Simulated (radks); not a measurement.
The bismuth ion Bi3+, 80 electrons, occupied as [Hg] (the NIST ground configuration). All-electron calculation, Dirac Kohn-Sham, Wu-Cohen GGA, spin-unpolarised, spherical densities, point nucleus. Program: a radial shooting solver on a logarithmic mesh with Libxc functionals. Some entries of the table are withheld. Estimate them.

orbital,occ.,eigenvalue (eV),<1/r> (bohr^-1)
1s1/2,2,-90543.64,103.4
2s1/2,2,-16276.19,25.61
2p1/2,2,-15638.50,25.54
2p3/2,4,-13318.10,20.24
3s1/2,2,-3949.532,9.384
3p1/2,2,-3661.583,9.290
3p3/2,4,-3142.057,7.902
3d3/2,4,-2670.521,(1)
3d5/2,6,-2560.410,(2)
4s1/2,2,-927.9850,3.990
4p1/2,2,-802.8209,3.879
4p3/2,4,-674.7370,3.399
4d3/2,4,-471.2885,3.204
4d5/2,6,-447.3921,3.096
5s1/2,2,(3),(4)
4f5/2,6,-183.3590,(5)
4f7/2,8,-177.8672,(6)
5p1/2,2,-141.9944,1.549
5p3/2,4,-117.2471,1.373
5d3/2,4,(7),(8)
5d5/2,6,(9),(10)
6s1/2,2,-40.0945,0.6430

Answer. 
(1) 3d3/2 <1/r> (bohr^-1): 7.803
(2) 3d5/2 <1/r> (bohr^-1): 7.497
(3) 5s1/2 eigenvalue (eV): -185.4131
(4) 5s1/2 <1/r> (bohr^-1): 1.671
(5) 4f5/2 <1/r> (bohr^-1): 2.766
(6) 4f7/2 <1/r> (bohr^-1): 2.725
(7) 5d3/2 eigenvalue (eV): -56.6445
(8) 5d3/2 <1/r> (bohr^-1): 1.098
(9) 5d5/2 eigenvalue (eV): -53.5891
(10) 5d5/2 <1/r> (bohr^-1): 1.058
